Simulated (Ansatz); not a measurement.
Consider the ligand exchange at the Sn–Br bond: `[F][SnH]([Cl])[Br]` + HCl → `[F][SnH]([Cl])[Cl]` + HBr.

Computed with Ansatz on PBE0-D4/def2-TZVP structures; ΔE is electronic, products minus reactants. CCSD(T)/CBS adds triple-zeta CCSD(T) − MP2 to the extrapolated MP2 energy (def2 sets, frozen cores). This one scheme is used for every species. Functionals use def2-TZVPP. B3LYP here is the variant with VWN-RPA as its local correlation; programs differ in this. Elements past krypton have def2 core potentials. For Br, Sn outer-core shells are correlated without core-valence functions, which leaves a few kJ/mol of doubt a bond. Scalar relativity is left out up to krypton.

| level | ΔE (kJ/mol) |
| --- | --- |
| B3LYP-D4 | 13.6 |
| r2SCANh-D4 | 13.7 |
| revPBE | 13.0 |
| PBE0 | 14.2 |

(1) What does CCSD(T)/CBS give? (An estimate is asked.)

(2) What do rigid-rotor, harmonic-oscillator terms from PBE0-D4/def2-TZVP frequencies (298.15 K, 1 bar) make of the CCSD(T)/CBS value? (Estimate.)

Largest T1 diagnostic among the species: 0.012.

Answers

(1) Ansatz gave: +15.9 kJ/mol. The listed levels differ from it by -2.3, -2.2, -2.9, -1.7 kJ/mol.

(2) Computed: ΔZPE = -1.0 kJ/mol, ΔH = +14.4 kJ/mol, ΔS = 0 J/(mol·K), ΔG = +14.3 kJ/mol.

At CCSD(T), def2-SVP lies −4.8 kJ/mol from the extrapolated value and def2-TZVPP −3.1 kJ/mol. Leaving LDA and LC-ωPBE aside and taking each functional with its dispersion term where it has one, the values, not all of them listed here, spread over 6.1 kJ/mol, from B97M-V to BHLYP-D4.
